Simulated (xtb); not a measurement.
Harmonic IR lines of one isomer of C3H4O, unscaled. Computed with GFN2-xTB (xtb).

wavenumber (cm⁻¹): 204 (vs), 420 (w), 465 (w), 748 (w), 967 (w), 992 (m), 1011 (m), 1193 (vs), 1324 (w), 1755 (w), 2924 (s), 3534 (w)

**Question.** Which structure gives these lines?
A. `OC1C=C1`
B. `C#COC`
C. `OC1=CC1`
D. `C=C1CO1`

**Answer.** A, `OC1C=C1`
